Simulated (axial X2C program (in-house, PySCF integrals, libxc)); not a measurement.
# Bond lengths and stretching modes, held linear, of BrCoBr⁺

Calculated with an axial X2C code built on PySCF integrals: two-component X2C with atomic mean-field Coulomb and Gaunt terms, Gaussian nuclei, basis Br dyall-av3z, Co dyall-v3z with contracted cores. Spin-free rows use the one-electron spin-free X2C Hamiltonian.

Masses Br 78.918, Co 58.933, Br 78.918 u. States: 2c Ω = 4 (beyond evenly filled blocks: ω = 3/2, ω = 5/2); spin-free M_S = 2, Λ = 2 (beyond evenly filled blocks: σα, π+α, π-α, δ+α, δ+β, δ-α).

PBE0, spin-free: energies above the lowest point

```json
{"r(Br–Co) (Å)": "2.1216", "r(Co–Br) (Å)": "2.1216", "E (meV)": "49.89"}
{"r(Br–Co) (Å)": "2.1216", "r(Co–Br) (Å)": "2.1760", "E (meV)": "24.42"}
{"r(Br–Co) (Å)": "2.1216", "r(Co–Br) (Å)": "2.2304", "E (meV)": "48.52"}
{"r(Br–Co) (Å)": "2.1760", "r(Co–Br) (Å)": "2.1216", "E (meV)": "24.42"}
{"r(Br–Co) (Å)": "2.1760", "r(Co–Br) (Å)": "2.1760", "E (meV)": "0.00"}
{"r(Br–Co) (Å)": "2.1760", "r(Co–Br) (Å)": "2.2304", "E (meV)": "24.82"}
{"r(Br–Co) (Å)": "2.1760", "r(Co–Br) (Å)": "2.2848", "E (meV)": "87.12"}
{"r(Br–Co) (Å)": "2.2304", "r(Co–Br) (Å)": "2.1216", "E (meV)": "48.52"}
{"r(Br–Co) (Å)": "2.2304", "r(Co–Br) (Å)": "2.1760", "E (meV)": "24.82"}
{"r(Br–Co) (Å)": "2.2304", "r(Co–Br) (Å)": "2.2304", "E (meV)": "50.04"}
{"r(Br–Co) (Å)": "2.2848", "r(Co–Br) (Å)": "2.1760", "E (meV)": "87.12"}
{"r(Br–Co) (Å)": "2.2848", "r(Co–Br) (Å)": "2.2848", "E (meV)": "174.24"}
```

Question: Fit a quadratic surface with cubic terms in each bond: where is the minimum, and what are the two stretching wavenumbers?

Answer: At PBE0, spin-free: bonds 2.174 and 2.174 Å; harmonic stretches 240.8 and 458.7 cm⁻¹; force constants 2.68, 2.68 and coupling 0.02 mdyn/Å.

The other levels and Hamiltonians give:

```tsv
Hamiltonian	level	r(Br–Co) (Å)	r(Co–Br) (Å)	lower stretch (cm⁻¹)	upper stretch (cm⁻¹)
2c	PBE0	2.173	2.173	243.1	460.2
2c	HF	2.194	2.194	268.9	493.8
2c	MP2	2.122	2.122	277.4	501.4
spin-free	HF	2.194	2.194	272.6	492.2
```

Each state is one determinant, the lowest of a limited PBE0 search; the stretches come from a fit to these few points and carry an uncertainty of a few per cent. Other orders of the atoms were not compared. Left out for rough or failed fits: BHandHLYP 2c, BHandHLYP spin-free, MP2 spin-free. MP2 freezes inner shells (threshold -2 hartree). The molecule was held linear; bending was not examined, so a bent shape may lie lower. Open-shell Ω = 0 determinants with evenly filled partner blocks cannot be reached by this program, so the Ω shown need not be the lowest component. Note: functional without a current term on a determinant with orbital currents, of the molecule or an atom. Note: several unpaired electrons, one determinant need not be a pure state.
